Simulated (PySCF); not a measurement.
## The second ionisation energy along the lanthanides

All values are computed (PySCF 2.14, energy differences of UHF-based or UKS calculations, no spin-orbit coupling). Values in eV. The last column holds reference values (NIST; (s) semi-empirical, (t) theoretical, else measured). Unmarked ones compare directly (S terms, centres of terms, or small fine structure); those marked * lie between the lowest fine-structure levels and include a spin-orbit shift.

```json
{"element": "La (ANO-RCC-VTZP, spin-free X2C)", "configurations": "[Xe] 5d2 → [Xe] 5d1", "LDA": "11.442", "PBE0": "11.351", "r2SCAN": "11.374", "MP2 (valence)": "10.997", "SCS-MP2 (valence)": "10.897", "SCS-MP2 (valence and next inner shell)": "10.887", "reference": "11.185 *"}
{"element": "Pr (ANO-RCC-VTZP, spin-free X2C)", "configurations": "[Xe] 4f3 6s1 → [Xe] 4f3", "LDA": "11.060", "PBE0": "10.664", "r2SCAN": "10.583", "MP2 (valence)": "10.557", "SCS-MP2 (valence)": "10.387", "SCS-MP2 (valence and next inner shell)": "10.466", "reference": "10.631 ± 0.02 (s) *"}
{"element": "Nd (ANO-RCC-VTZP, spin-free X2C)", "configurations": "[Xe] 4f4 6s1 → [Xe] 4f4", "LDA": "11.206", "PBE0": "10.819", "r2SCAN": "10.756", "MP2 (valence)": "10.720", "SCS-MP2 (valence)": "10.540", "SCS-MP2 (valence and next inner shell)": "10.613", "reference": "10.783 ± 0.02 (s) *"}
{"element": "Pm (ANO-RCC-VTZP, spin-free X2C)", "configurations": "[Xe] 4f5 6s1 → [Xe] 4f5", "LDA": "11.377", "PBE0": "10.981", "r2SCAN": "10.940", "MP2 (valence)": "10.875", "SCS-MP2 (valence)": "10.683", "SCS-MP2 (valence and next inner shell)": "10.754", "reference": "10.938 ± 0.02 (s) *"}
{"element": "Sm (ANO-RCC-VTZP, spin-free X2C)", "configurations": "[Xe] 4f6 6s1 → [Xe] 4f6", "LDA": "11.589", "PBE0": "11.158", "r2SCAN": "11.137", "MP2 (valence)": "11.047", "SCS-MP2 (valence)": "10.836", "SCS-MP2 (valence and next inner shell)": "10.907", "reference": "11.078 ± 0.02 (s) *"}
{"element": "Eu (ANO-RCC-VTZP, spin-free X2C)", "configurations": "[Xe] 4f7 6s1 → [Xe] 4f7", "LDA": "11.727", "PBE0": "11.298", "r2SCAN": "11.281", "MP2 (valence)": "11.195", "SCS-MP2 (valence)": "10.976", "SCS-MP2 (valence and next inner shell)": "11.044", "reference": "11.24 ± 0.006 (s)"}
{"element": "Gd (ANO-RCC-VTZP, spin-free X2C)", "configurations": "[Xe] 4f7 5d1 6s1 → [Xe] 4f7 5d1", "LDA": "12.789", "PBE0": "12.305", "r2SCAN": "12.403", "MP2 (valence)": "12.132", "SCS-MP2 (valence)": "11.895", "SCS-MP2 (valence and next inner shell)": "11.971", "reference": "12.076 ± 0.02 (s) *"}
{"element": "Tb (ANO-RCC-VTZP, spin-free X2C)", "configurations": "[Xe] 4f9 6s1 → [Xe] 4f9", "LDA": "11.982", "PBE0": "11.551", "r2SCAN": "11.513", "MP2 (valence)": "11.507", "SCS-MP2 (valence)": "11.314", "SCS-MP2 (valence and next inner shell)": "11.371", "reference": "11.513 ± 0.02 (s) *"}
{"element": "Dy (ANO-RCC-VTZP, spin-free X2C)", "configurations": "[Xe] 4f10 6s1 → [Xe] 4f10", "LDA": "12.107", "PBE0": "11.672", "r2SCAN": "11.626", "MP2 (valence)": "11.643", "SCS-MP2 (valence)": "11.456", "SCS-MP2 (valence and next inner shell)": "11.506", "reference": "11.647 ± 0.02 (s) *"}
{"element": "Ho (ANO-RCC-VTZP, spin-free X2C)", "configurations": "[Xe] 4f11 6s1 → [Xe] 4f11", "LDA": "12.225", "PBE0": "11.790", "r2SCAN": "11.741", "MP2 (valence)": "11.777", "SCS-MP2 (valence)": "11.597", "SCS-MP2 (valence and next inner shell)": "11.641", "reference": "11.781 ± 0.02 (s) *"}
{"element": "Er (ANO-RCC-VTZP, spin-free X2C)", "configurations": "[Xe] 4f12 6s1 → [Xe] 4f12", "LDA": "12.356", "PBE0": "11.917", "r2SCAN": "11.864", "MP2 (valence)": "11.913", "SCS-MP2 (valence)": "11.738", "SCS-MP2 (valence and next inner shell)": "11.776", "reference": "11.916 ± 0.02 (s) *"}
{"element": "Tm (ANO-RCC-VTZP, spin-free X2C)", "configurations": "[Xe] 4f13 6s1 → [Xe] 4f13", "LDA": "12.485", "PBE0": "12.042", "r2SCAN": "11.987", "MP2 (valence)": "12.049", "SCS-MP2 (valence)": "11.877", "SCS-MP2 (valence and next inner shell)": "11.910", "reference": "12.065 ± 0.02 (s) *"}
{"element": "Yb (ANO-RCC-VTZP, spin-free X2C)", "configurations": "[Xe] 4f14 6s1 → [Xe] 4f14", "LDA": "12.552", "PBE0": "12.133", "r2SCAN": "12.066", "MP2 (valence)": "12.128", "SCS-MP2 (valence)": "11.969", "SCS-MP2 (valence and next inner shell)": "11.991", "reference": "12.179"}
{"element": "Lu (ANO-RCC-VTZP, spin-free X2C)", "configurations": "[Xe] 4f14 6s2 → [Xe] 4f14 6s1", "LDA": "14.389", "PBE0": "13.894", "r2SCAN": "13.744", "MP2 (valence)": "13.901", "SCS-MP2 (valence)": "13.857", "SCS-MP2 (valence and next inner shell)": "13.882", "reference": "14.13 ± 0.05 (s)"}
```

Q: Fill in the row of Ce (ANO-RCC-VTZP, spin-free X2C) ([Xe] 4f1 5d2 → [Xe] 4f2).

A: MP2 (valence) 11.263; SCS-MP2 (valence) 11.271; reference 10.956 ± 0.02 (s) * (eV).

For Ce, Pr, Nd, Pm, Tb, Dy, Ho, Er a determinant mixes LS terms or the coupling is close to jj, so these rows are model values.

"Valence" correlates the outer s and p shells and, in groups 3 to 12 and the f block, the outer d or f shell, open or full, or the next shell where the ion has no valence electron left; the wider scheme adds the next inner shell.
